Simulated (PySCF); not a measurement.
A survey of ¹⁹F NMR shifts

PySCF 2.14.0 with density-fitted response routines calculation with PBE0/pcSseg-1 with gauge-including orbitals and GFN2-xTB structure; one computed conformer, gas phase, one averaged value for each set of equivalent atoms, non-relativistic.

Shieldings were converted by a linear fit to measured shifts: ¹⁹F (scatter 6.0 ppm rms, 7.0 ppm with the 5 outliers that the fit left out vs CFCl3, solution or neat liquid, with a term for F on sp3 carbon). Occasional misses reach two or three times the rms, and more in compound classes unlike the fitted ones.

(1) Give the ¹⁹F shifts of `C=C/C(F)=C\F`, `F/C=C\C=C/F`, `C#C[C@@H](F)CF`, `C#C[C@@H](F)CF`, `C#C[Si@@H](C=O)[C@@H](C)F`.

(2) Match the shifts -44.9, -125.5, -214.8 ppm to `FC1=C[C@@H](O[SiH3])C=C1`, `C=C1[C@@H](F)[C@H]1F`, `CC[Si@@H]1C(=O)C=C1F`.

Answers

(1) 
| compound | environment | δ (ppm) |
| --- | --- | --- |
| [CH2:1]=[CH:2]/[C:3]([F:4])=[CH:5]\[F:6] | F6: vinylic fluorine | -169.8 |
| [CH2:1]=[CH:2]/[C:3]([F:4])=[CH:5]\[F:6] | F4: vinylic fluorine | -174.1 |
| F/C=C\C=C/F | vinylic fluorine (×2) | -119.7 |
| [CH:1]#[C:2][C@@H:3]([F:4])[CH2:5][F:6] | F4: fluorine on an sp3 carbon | -180.8 |
| [CH:1]#[C:2][C@@H:3]([F:4])[CH2:5][F:6] | F6: fluorine on an sp3 carbon | -209.7 |
| [CH:1]#[C:2][C@@H:3]([F:4])[CH2:5][F:6] | F4: fluorine on an sp3 carbon | -180.8 |
| [CH:1]#[C:2][C@@H:3]([F:4])[CH2:5][F:6] | F6: fluorine on an sp3 carbon | -209.7 |
| C#C[Si@@H](C=O)[C@@H](C)F | fluorine on an sp3 carbon | -217.0 |

(2) -44.9: CC[Si@@H]1C(=O)C=C1F (vinylic fluorine); -125.5: FC1=C[C@@H](O[SiH3])C=C1 (vinylic fluorine); -214.8: C=C1[C@@H](F)[C@H]1F (fluorine on an sp3 carbon).
